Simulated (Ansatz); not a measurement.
Born–Oppenheimer molecular dynamics of BBrH₂O₂ (6 atoms, charge 0, multiplicity 1). It starts at the highest image of a converged band. Of that band: The profile has 2 maxima (images 2, 8) with wells between them (image 5): this band takes more than one step, which may be the mechanism or a detour left from its start path. A vibrational analysis at the climbing image gives one clearly imaginary mode, 890i cm⁻¹: a first-order saddle point.

These are results of UKS PBE/def2-SVP (Ansatz 0.2.0), not measurements.

| Quantity | Value |
| --- | --- |
| ensemble | NVE (velocity Verlet) |
| time step | 0.5 fs |
| steps asked | 200 |
| starting velocities drawn for | 300 K |
| seed | 6128 |

First frame:

```xyz
6
Properties=species:S:1:pos:R:3
O 0.779 1.128 -0.761
B 0.620 0.178 0.140
O 0.821 -0.624 1.096
Br -1.778 -0.928 -0.057
H 0.004 1.251 -1.342
H -0.402 -1.069 0.878
```

(1) What does the run give?

(2) What happens to the structure?

(3) How do temperature and energy run in time?

## Answers

(1) All steps were run.

```json
{"steps done": "200", "time covered": "100 fs", "mean temperature over the second half": "1968 K", "spread of the potential energy over the second half": "77.6 meV per atom", "mean potential energy of the second half above the start": "-143.8 meV per atom"}
```

The conserved energy stayed within 0.31 meV per atom of its start (net change 0.11 meV per atom), so the integration is sound. The system heated up, since it started high on the potential surface and ran downhill. A run of 0.1 ps of so small a system gives no equilibrium averages. The orbitals stay closed-shell, which can raise the energy where a bond breaks towards radicals; this wasn't checked here.

(2) The step under study would form B2–H6 and break O3–H6. These pairs go: B2–H6 1.77 → 2.17 Å, O3–H6 1.32 → 0.95 Å. In the last frame they stand as before the step (other bonds may differ from the relaxed reactants and products). Also parted: Br4–H6 1.67 → 3.18 Å. Also joined: B2–Br4 2.65 → 1.79 Å. It ends as one piece, BBrH2O2. Pairs count as bonded within 1.25 times the sum of covalent radii (0.12 Å more for H–H). This is one draw of velocities; another would differ in detail.

(3) 
```json
{"time (fs)": "0.0", "T (K)": "300", "potential energy less start (eV)": "0.000", "conserved less start (meV/atom)": "0.00"}
{"time (fs)": "5.0", "T (K)": "294", "potential energy less start (eV)": "0.003", "conserved less start (meV/atom)": "0.02"}
{"time (fs)": "10.0", "T (K)": "625", "potential energy less start (eV)": "-0.168", "conserved less start (meV/atom)": "0.01"}
{"time (fs)": "15.0", "T (K)": "1169", "potential energy less start (eV)": "-0.449", "conserved less start (meV/atom)": "0.01"}
{"time (fs)": "20.0", "T (K)": "1854", "potential energy less start (eV)": "-0.804", "conserved less start (meV/atom)": "0.02"}
{"time (fs)": "25.0", "T (K)": "2406", "potential energy less start (eV)": "-1.089", "conserved less start (meV/atom)": "-0.03"}
{"time (fs)": "30.0", "T (K)": "2504", "potential energy less start (eV)": "-1.140", "conserved less start (meV/atom)": "-0.07"}
{"time (fs)": "35.0", "T (K)": "2373", "potential energy less start (eV)": "-1.073", "conserved less start (meV/atom)": "-0.10"}
{"time (fs)": "40.0", "T (K)": "1829", "potential energy less start (eV)": "-0.792", "conserved less start (meV/atom)": "-0.22"}
{"time (fs)": "45.0", "T (K)": "1473", "potential energy less start (eV)": "-0.606", "conserved less start (meV/atom)": "-0.02"}
{"time (fs)": "50.0", "T (K)": "2990", "potential energy less start (eV)": "-1.392", "conserved less start (meV/atom)": "-0.22"}
{"time (fs)": "55.0", "T (K)": "2769", "potential energy less start (eV)": "-1.277", "conserved less start (meV/atom)": "-0.02"}
{"time (fs)": "60.0", "T (K)": "2127", "potential energy less start (eV)": "-0.945", "conserved less start (meV/atom)": "-0.01"}
{"time (fs)": "65.0", "T (K)": "1399", "potential energy less start (eV)": "-0.568", "conserved less start (meV/atom)": "0.00"}
{"time (fs)": "70.0", "T (K)": "918", "potential energy less start (eV)": "-0.320", "conserved less start (meV/atom)": "-0.01"}
{"time (fs)": "75.0", "T (K)": "925", "potential energy less start (eV)": "-0.324", "conserved less start (meV/atom)": "-0.08"}
{"time (fs)": "80.0", "T (K)": "1004", "potential energy less start (eV)": "-0.364", "conserved less start (meV/atom)": "-0.03"}
{"time (fs)": "85.0", "T (K)": "1918", "potential energy less start (eV)": "-0.837", "conserved less start (meV/atom)": "-0.05"}
{"time (fs)": "90.0", "T (K)": "3590", "potential energy less start (eV)": "-1.703", "conserved less start (meV/atom)": "-0.31"}
{"time (fs)": "95.0", "T (K)": "2741", "potential energy less start (eV)": "-1.263", "conserved less start (meV/atom)": "-0.13"}
{"time (fs)": "100.0", "T (K)": "1430", "potential energy less start (eV)": "-0.584", "conserved less start (meV/atom)": "0.11"}
```

Run time: 2.7 min on 2 threads of Intel(R) Xeon(R) 6975P-C (Granite Rapids), with other jobs on the host, peak memory 0.16 GiB.
